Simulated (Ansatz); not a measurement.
Ansatz (a first-principles code) input:

Ansatz 0.2 input:
```yaml
crystal:
  periodic: [false, false, false]
  atoms:
    - {symbol: Si, position_ang: [-0.38537184, 0.02965543, -0.28917028]}
    - {symbol: Br, position_ang: [-0.66663571, -1.56889266, 1.22106814]}
    - {symbol: Br, position_ang: [-0.06721534, 1.94421939, 0.78251377]}
    - {symbol: Br, position_ang: [1.34246774, -0.42515805, -1.57090070]}
    - {symbol: O, position_ang: [-1.67181289, 0.12599762, -1.27572542]}
    - {symbol: H, position_ang: [-2.53187527, 0.32093926, -0.88965489]}
basis:
  gaussian:
    orbitals: def2-SVPD
magnetization: {spin_polarized: false}
correlation: {method: ccsd_t, electrons: outside_noble_gas}
output: {forces: true}
```

### Question
Which total energy does the run end on?

### Answer
-8081.46299 Eh (CCSD(T)/def2-SVPD). The basis has 178 functions.
